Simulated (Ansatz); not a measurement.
Stepwise reaction of `[OH][GaH2]` with ammonia, as a gas-phase model of exchange steps in deposition or etching. ΔE in kJ/mol; ΔG adds harmonic PBE0-D4 terms to CCSD(T)/CBS, at 1 bar.

Program: Ansatz. Geometries: PBE0-D4/def2-TZVP. ΔE: electronic, gas phase. CCSD(T)/CBS adds triple-zeta CCSD(T) − MP2 to the extrapolated MP2 energy (def2 sets, frozen cores). This one scheme is used for every species. DFT in def2-TZVPP. B3LYP here is the variant with VWN-RPA as its local correlation; programs differ in this. For Ga outer-core shells are correlated without core-valence functions, which leaves a few kJ/mol of doubt a bond. Scalar relativity is left out up to krypton. Each species was taken in one conformer, which may not be the lowest.

```tsv
step	reaction	PBE-D4	B3LYP-D4	ωB97M-V	CCSD(T)/CBS	ΔG(600 K)
2	`[NH2][GaH][OH]` + NH₃ → `[NH2][Ga]([NH2])[OH]` + H₂	-2.3	-4.3	-3.1	-11.3	-11.1
```

Problem. Give the row of step 1, `[OH][GaH2]` + NH₃ → `[NH2][GaH][OH]` + H₂. (An estimate is asked.)

Solution. Computed: 
| step | reaction | PBE-D4 | B3LYP-D4 | ωB97M-V | CCSD(T)/CBS | ΔG(600 K) |
| --- | --- | --- | --- | --- | --- | --- |
| 1 | `[OH][GaH2]` + NH₃ → `[NH2][GaH][OH]` + H₂ | -18.7 | -20.2 | -19.2 | -27.7 | -30.0 |

Problem. By hand: ΔE of the 2 steps together at CCSD(T)/CBS.

Solution. (-27.7) + (-11.3) = -39.0 kJ/mol, or -19.5 kJ/mol a step.

In ΔE each step is higher than the one before. All are downhill at CCSD(T)/CBS. ΔG lies between -30.0 and -11.1 kJ/mol a step. PBE-D4 differs from CCSD(T)/CBS by 9.0 to 9.0 kJ/mol a step. Isolated molecules leave out the surface, adducts and barriers. Largest T1 diagnostic: 0.015.
